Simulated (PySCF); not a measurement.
Spin states and ions at one geometry of TaH4

PySCF 2.14.0, UKS PBE0, Ta def2-SVP with ECP60, H def2-SVP; non-relativistic Hamiltonian with scalar-relativistic core potentials where named; density fitting; no spin-orbit coupling; singlets restricted, open shells unrestricted. The geometry is relaxed for charge 0, doublet, vacuum:

```xyz
5

Ta    0.0000    0.0000    0.0000
H     1.4807    0.0000    0.9677
H     0.0000    1.4807   -0.9677
H    -1.4807    0.0000    0.9677
H     0.0000   -1.4807   -0.9677
```

Energies count from the relaxed state; an electron taken off or put on is at rest in vacuum. Charges and spins are Mulliken's.

```
                     state  energy (eV)  spin squared  charge on Ta1 (e)  spin on Ta1 (e)  dipole about the centre of mass (D)
 charge 0, doublet, vacuum         0.00          0.75               0.91             1.15                                 0.00
charge +1, singlet, vacuum         7.88          0.00               1.34             0.00                                 0.00
charge +1, triplet, vacuum        10.92          2.02               1.12             1.21                                 0.00
charge -1, singlet, vacuum         0.18          0.00               0.16             0.00                                 0.00
charge -1, triplet, vacuum        -1.11          2.01               0.19             2.23                                 0.00
```

Task: What does the state charge 0, quartet, vacuum give?

Result: energy (eV) 3.25, spin squared 3.75, charge on Ta1 (e) 0.60, spin on Ta1 (e) 2.28, dipole about the centre of mass (D) 0.00.

With an electron taken off (singlet, the lower of the two states computed) the charges change, summed by element, by Ta +0.43 e, H +0.57 e. The vertical ionisation energy is 7.88 eV, against −ε(HOMO) = 5.73 eV over both spins of the relaxed state. The level lies 2.1 eV too high, as is usual for semilocal functionals and global hybrids, which keep a self-interaction error.

With an electron put on (triplet, the lower of the two states computed) the charges change, summed by element, by Ta -0.72 e, H -0.28 e. The vertical electron affinity is 1.11 eV, against −ε(LUMO) = 3.07 eV over both spins of the relaxed state. The basis has no diffuse functions, which an added electron needs. The added electron's level lies above zero.

Open shells may have lower solutions than those found.
